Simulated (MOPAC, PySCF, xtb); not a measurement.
Donor–acceptor adduct: GaH3 (SMILES [GaH3]) (first 4 atoms) with H2S (SMILES S); geometry from B3LYP-D3(BJ)/def2-TZVP, rigid monomers moved along the line of their centres of mass till Ga1···S5 is 3.73 Å.
(charge 0, multiplicity 1):
```json
[
 {"atom": "Ga", "x (Å)": "0.5276", "y (Å)": "-0.0695", "z (Å)": "0.5202"},
 {"atom": "H", "x (Å)": "-0.3462", "y (Å)": "1.1132", "z (Å)": "-0.0427"},
 {"atom": "H", "x (Å)": "0.2736", "y (Å)": "-1.5335", "z (Å)": "-0.0007"},
 {"atom": "H", "x (Å)": "1.8912", "y (Å)": "0.2612", "z (Å)": "1.2378"},
 {"atom": "S", "x (Å)": "-1.4920", "y (Å)": "-0.4946", "z (Å)": "3.6243"},
 {"atom": "H", "x (Å)": "-1.0753", "y (Å)": "0.6133", "z (Å)": "4.2611"},
 {"atom": "H", "x (Å)": "-0.6320", "y (Å)": "-1.2833", "z (Å)": "4.2913"}
]
```

Monomers are frozen at their geometry in the pair; levels with a basis set take the counterpoise correction. Rows marked so take none.

Rows in STO-3G carry no dispersion term and start afresh at each structure; the Pople sets are all-electron and without relativity. The state that PM7 reach isn't checked; PM7 holds dispersion and hydrogen-bond terms.

Programs: MOPAC for PM7 (differences of heats of formation); PySCF for STO-3G rows; xtb for the GFN methods. Values without a source in brackets are computed.

One of these levels gives -13.5 kJ/mol for the interaction energy. Name it.
A) GFN1-xTB
B) GFN2-xTB
C) PM7
D) HF/STO-3G (no counterpoise)

D, HF/STO-3G (no counterpoise). The others give -6.6 (PM7), -35.1 (GFN1-xTB), -23.9 (GFN2-xTB)
